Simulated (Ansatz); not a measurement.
`C[Si](N)(N)[SiH3]` and `N[SiH](N)[SiH3]` differ in one atom or group.

Ansatz, PBE0-D4/def2-TZVP geometries, multiplicity 1. Each molecule was computed in one conformer, which needn't be the lowest.

```
                                      property  `C[Si](N)(N)[SiH3]`
             LUMO energy (PBE/def2-TZVPP) / eV                -0.28
           HOMO energy (B3LYP/def2-TZVPP) / eV                -6.54
size of the dipole moment (PBE/def2-TZVPP) / D                 1.47
         LUMO energy (ωB97M-V/def2-TZVPP) / eV                 2.09
             HOMO energy (PBE/def2-TZVPP) / eV                -5.51
         HOMO–LUMO gap (B3LYP/def2-TZVPP) / eV                 6.88
```

Question: Give the same properties after the change, and the shifts. (An estimate is asked.)

Answer: Ansatz gave: 
```csv
property,`N[SiH](N)[SiH3]`,shift
LUMO energy (PBE/def2-TZVPP) / eV,-0.56,-0.28
HOMO energy (B3LYP/def2-TZVPP) / eV,-6.69,-0.15
size of the dipole moment (PBE/def2-TZVPP) / D,1.32,-0.15
LUMO energy (ωB97M-V/def2-TZVPP) / eV,1.88,-0.21
HOMO energy (PBE/def2-TZVPP) / eV,-5.64,-0.13
HOMO–LUMO gap (B3LYP/def2-TZVPP) / eV,6.75,-0.13
```

With PBE0 the HOMO falls by 0.15 eV and the LUMO falls by 0.28 eV, so the gap narrows by about 0.13 eV. PBE moves the HOMO by -0.13 eV and ωB97M-V by -0.16 eV. Dipoles are sizes alone; their direction can turn.

B3LYP here is the variant with VWN-RPA as its local correlation; programs differ in this.
